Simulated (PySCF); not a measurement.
Mean polarisability (bohr³) of eight silicon and germanium compounds: PBE beside CAM-B3LYP, computed with PySCF for isolated molecules in the bases named; differences from unrounded values. The eight are the first of their class met in an unordered collection, after screening for sound electronic states; none was chosen by its value. Each molecule has one DFT geometry for both levels.

```json
[
 {"molecule": "CH6ClNO2Si, SMILES NC[Si](O)(O)Cl", "basis": "def2-TZVP", "CAM-B3LYP": "60.9"},
 {"molecule": "CH₇ClOSi₂, SMILES [SiH3]CO[SiH2]Cl", "basis": "def2-TZVP", "CAM-B3LYP": "77.4"},
 {"molecule": "C4H10OSi, SMILES C1(COC1)[SiH2]C", "basis": "def2-TZVP", "CAM-B3LYP": "74.9"},
 {"molecule": "Si(F)2(H)(NHMe) (CH5F2NSi), SMILES N(C)[SiH](F)F", "basis": "def2-TZVP", "CAM-B3LYP": "41.9"},
 {"molecule": "C2H3Cl2FSi, SMILES FC([SiH3])=C(Cl)Cl", "basis": "def2-TZVP", "CAM-B3LYP": "75.4"},
 {"molecule": "Cl2GeH4Si, SMILES Cl[SiH](Cl)[GeH3]", "basis": "def2-TZVP", "CAM-B3LYP": "80.1"},
 {"molecule": "Si(F)(OH)(OMe)(NH2) (CH6FNO2Si), SMILES CO[Si](N)(O)F", "basis": "def2-TZVP", "CAM-B3LYP": "47.4"},
 {"molecule": "Si(H)(PH2)3 (H₇P₃Si), SMILES P[SiH](P)P", "basis": "def2-TZVP", "CAM-B3LYP": "109.1"}
]
```

Problem. Estimate the PBE values and say how PBE differs from CAM-B3LYP over the set. (An estimate is asked for; the answer gives what the named calculation found.)

Solution. 
```json
[
 {"molecule": "CH6ClNO2Si, SMILES NC[Si](O)(O)Cl", "PBE": "64.9", "difference": "4.0"},
 {"molecule": "CH₇ClOSi₂, SMILES [SiH3]CO[SiH2]Cl", "PBE": "82.0", "difference": "4.5"},
 {"molecule": "C4H10OSi, SMILES C1(COC1)[SiH2]C", "PBE": "78.6", "difference": "3.7"},
 {"molecule": "Si(F)2(H)(NHMe) (CH5F2NSi), SMILES N(C)[SiH](F)F", "PBE": "44.4", "difference": "2.5"},
 {"molecule": "C2H3Cl2FSi, SMILES FC([SiH3])=C(Cl)Cl", "PBE": "79.4", "difference": "3.9"},
 {"molecule": "Cl2GeH4Si, SMILES Cl[SiH](Cl)[GeH3]", "PBE": "83.9", "difference": "3.8"},
 {"molecule": "Si(F)(OH)(OMe)(NH2) (CH6FNO2Si), SMILES CO[Si](N)(O)F", "PBE": "50.5", "difference": "3.1"},
 {"molecule": "Si(H)(PH2)3 (H₇P₃Si), SMILES P[SiH](P)P", "PBE": "113.4", "difference": "4.3"}
]
```
PBE lies below CAM-B3LYP in 0 and above it in 8 of the eight; the mean signed difference is 3.7 and the largest 4.5 bohr³.
